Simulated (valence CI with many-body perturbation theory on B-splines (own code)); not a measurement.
Values are calculated unless marked as measured or tabulated.
## Ladder of approximations for Cd XXVIII

Method: relativistic CI+MBPT: three valence electrons over a frozen Dirac-Fock core [Ar], a basis of 9 s, 9 p, 10 d, 8 f, 5 g, 3 h, 1 i functions for each j, with the one-electron correlation potential Σ1, the two-electron term Σ2, the three-electron term Σ3, Breit, model QED; selected CI, second order for the rest (own B-spline code, finite nucleus).

No measured spectrum was set against this ion. As an estimate, large intervals hold to a few tenths of a per cent, small ones and those within an open d or f shell to about a per cent. Only levels of the ground parity were solved; by the run's estimate the other parity begins above the list, which can be wrong where configurations are misplaced.

Each rung adds one term. CI alone is the Dirac-Coulomb CI over the frozen core; QED comes last and gives the full result, which names the levels. Energies are above 3d³ ⁴F_3/2 on the same rung, in cm⁻¹.

Names give the largest LS component (configuration and term), which can be under half, so a name can repeat, a term be missing and a line seem to break the LS rules; names also repeat where a configuration has a term twice. Letters in brackets count levels of one name in rising energy.

```csv
Level,CI alone,Σ1,Σ2,Σ3,Breit,QED,Full
3d³ ⁴F_5/2,42293,+483,+1096,+163,-2422,+173,41786
3d³ ⁴F_7/2,73075,+681,+1048,+95,-4447,+234,70686
3d³ ⁴P_3/2,88464,+413,-3306,+773,-1402,+125,85068
3d³ ⁴F_9/2,90322,+657,+754,-162,-5389,+218,86401
3d³ ⁴P_1/2,104073,+530,-3953,+876,-2180,+162,99508
3d³ ²G_7/2,139883,+951,+374,-527,-4904,+312,136090
3d³ ²H_9/2,146615,+1043,+1180,+163,-6441,+344,142905
3d³ ⁴P_5/2,152726,+926,-3237,+133,-3915,+296,146930
3d³ ²D_3/2 [a],171445,+1096,-2438,-436,-3953,+353,166067
3d³ ²P_1/2,181189,+1139,-3558,+1608,-4505,+364,176238
3d³ ²H_11/2,193161,+1173,+873,+163,-8045,+371,187696
3d³ ²D_5/2 [a],210436,+1260,-3333,-1264,-5576,+395,201919
3d³ ²G_9/2,227123,+1654,+1270,-387,-8324,+546,221882
3d³ ²F_5/2,237504,+1015,-5887,+556,-3293,+287,230181
3d³ ²F_7/2,244597,+1182,-5264,+604,-5880,+349,235587
3d³ ²P_3/2,249191,+1653,-2542,+955,-6392,+538,243403
3d³ ²D_3/2 [b],352061,+1481,-7984,-33,-4384,+410,341550
3d³ ²D_5/2 [b],358478,+1683,-5859,+62,-5719,+493,349139
```

The middle columns are the shifts that each term adds.

(1) How does the ionisation energy move along the ladder, and which term matters most?

Results:

(1) CI alone 1470.6, + Σ1 1473.2, + Σ2 1478.4, + Σ3 1478.4, + Breit 1477.7, + QED 1477.8 eV. The largest step is Σ2, 5.1 eV. NIST lists 1477 ± 4 eV (theoretical).
